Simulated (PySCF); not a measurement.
# Working out the ionisation energy of Cs

Cs [Xe] 6s1 (2S) → Cs+ [Xe] (1S). Calculation: PySCF 2.14, in def2-QZVPPD with the def2 core potential (46 electrons) (6s5p4d3f, 62 functions); scalar relativity through the core potential. Frozen: nothing. Energies in hartree (1 hartree = 27.21139 eV):

```json
{"part": "UHF", "Cs (lower)": "-19.855219", "Cs+ (upper)": "-19.726927"}
{"part": "MP2 opposite-spin", "Cs (lower)": "-0.122445", "Cs+ (upper)": "-0.115573"}
{"part": "MP2 same-spin", "Cs (lower)": "-0.043552", "Cs+ (upper)": "-0.037744"}
```

**Question.** What does Hartree-Fock give?

**Answer.** (-19.726927) − (-19.855219) = 0.128292 hartree = 3.491 eV.

**Question.** What do MP2 and SCS-MP2 (6/5 opposite-spin, 1/3 same-spin) give?

**Answer.** The opposite-spin parts differ by 0.187 eV and the same-spin parts by 0.158 eV. MP2: 3.491 + (0.187) + (0.158) = 3.836 eV. SCS-MP2: 3.491 + 1.2 × (0.187) + (0.158)/3 = 3.768 eV.

Measured between the centres of the two terms (NIST): 3.894 eV, so MP2 (valence and next inner shell) is off by -0.058 eV.

What remains against the reference includes basis incompleteness and correlation beyond second order.
